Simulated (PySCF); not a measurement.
## Radial density of Ag (silver, neutral)

UHF, [Kr] 4d9 5s1 5p1, one real determinant (an excited configuration). All numbers are calculated (PySCF 2.14, scalar relativity by spin-free X2C-1e, in x2c-TZVPPall).

```json
{"r (bohr)": "0.0323", "4πr²ρ (e/bohr)": "54.84", "4πr²(ρα − ρβ)": "0.0023"}
{"r (bohr)": "0.0543", "4πr²ρ (e/bohr)": "55.02", "4πr²(ρα − ρβ)": "0.0105"}
{"r (bohr)": "0.0914", "4πr²ρ (e/bohr)": "75.86", "4πr²(ρα − ρβ)": "0.0490"}
{"r (bohr)": "0.154", "4πr²ρ (e/bohr)": "55.94", "4πr²(ρα − ρβ)": "0.1386"}
{"r (bohr)": "0.259", "4πr²ρ (e/bohr)": "59.42", "4πr²(ρα − ρβ)": "0.2195"}
{"r (bohr)": "0.435", "4πr²ρ (e/bohr)": "35.95", "4πr²(ρα − ρβ)": "-0.0025"}
{"r (bohr)": "0.732", "4πr²ρ (e/bohr)": "17.42", "4πr²(ρα − ρβ)": "0.6087"}
{"r (bohr)": "1.23", "4πr²ρ (e/bohr)": "12.82", "4πr²(ρα − ρβ)": "0.7715"}
{"r (bohr)": "2.07", "4πr²ρ (e/bohr)": "2.665", "4πr²(ρα − ρβ)": "0.7437"}
{"r (bohr)": "3.48", "4πr²ρ (e/bohr)": "0.6511", "4πr²(ρα − ρβ)": "0.5625"}
{"r (bohr)": "5.86", "4πr²ρ (e/bohr)": "0.1296", "4πr²(ρα − ρβ)": "0.1294"}
{"r (bohr)": "9.85", "4πr²ρ (e/bohr)": "0.004129", "4πr²(ρα − ρβ)": "0.0041"}
```

Densities and radii are taken from the X2C orbitals without a picture-change correction, which distorts them close to the nucleus.

⟨L²⟩ = 8.06 against 12 for a pure F term, so this real determinant mixes terms.

Task: Where is the radial spin density 4πr²(ρα − ρβ) most negative, and why is it negative at all?

Result: Around r = 0.435 bohr, down to -0.0025 e/bohr: exchange with the open shell polarises the paired shells in an unrestricted calculation.
